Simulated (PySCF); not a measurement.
The same groups moved round the core (benzothiophene chloro+silyl). All species are isolated molecules in the gas phase. Strings in code marks are SMILES.

The vertical ionisation energy (Delta-SCF) from two functionals at the same geometries (PBE0-D3(BJ)/def2-SVP), both in PySCF: PBE-D3(BJ)/def2-TZVP and ωB97X-D3(BJ)/def2-TZVP. Delta-SCF ions had no search for a lower state. 

```json
[
 {"species": "`s1c2c(ccc(Cl)c2[SiH3])cc1`", "ωB97X-D3(BJ)/def2-TZVP (eV)": "8.31"},
 {"species": "`[SiH3]c1cc(Cl)c2ccsc2c1`", "ωB97X-D3(BJ)/def2-TZVP (eV)": "8.34"},
 {"species": "`[SiH3]c1cc(Cl)cc2sccc12`", "ωB97X-D3(BJ)/def2-TZVP (eV)": "8.35"},
 {"species": "`c1cc(c2c(sc([SiH3])c2)c1)Cl`", "ωB97X-D3(BJ)/def2-TZVP (eV)": "8.31"},
 {"species": "`c1c(ccc2sc(cc12)[SiH3])Cl`", "ωB97X-D3(BJ)/def2-TZVP (eV)": "8.41"},
 {"species": "`[SiH3]c1cc2ccc(Cl)cc2s1`", "ωB97X-D3(BJ)/def2-TZVP (eV)": "8.33"},
 {"species": "`[SiH3]c1cc2ccsc2cc1Cl`", "ωB97X-D3(BJ)/def2-TZVP (eV)": "8.36"},
 {"species": "`[SiH3]c1cc2sccc2cc1Cl`", "ωB97X-D3(BJ)/def2-TZVP (eV)": "8.43"},
 {"species": "`c12ccsc2c([SiH3])ccc1Cl`", "ωB97X-D3(BJ)/def2-TZVP (eV)": "8.34"}
]
```

**Question.** What does PBE-D3(BJ)/def2-TZVP give for each?

**Answer.** 
- `s1c2c(ccc(Cl)c2[SiH3])cc1`: 7.88
- `[SiH3]c1cc(Cl)c2ccsc2c1`: 7.90
- `[SiH3]c1cc(Cl)cc2sccc12`: 7.92
- `c1cc(c2c(sc([SiH3])c2)c1)Cl`: 7.87
- `c1c(ccc2sc(cc12)[SiH3])Cl`: 7.96
- `[SiH3]c1cc2ccc(Cl)cc2s1`: 7.89
- `[SiH3]c1cc2ccsc2cc1Cl`: 7.93
- `[SiH3]c1cc2sccc2cc1Cl`: 7.98
- `c12ccsc2c([SiH3])ccc1Cl`: 7.90
Over these rows, drawn at random from the members with no instability flagged (it was tested for open shells, ions and some series alone), PBE minus ωB97X-D3(BJ): mean -0.44 eV, from -0.46 eV to -0.43 eV.
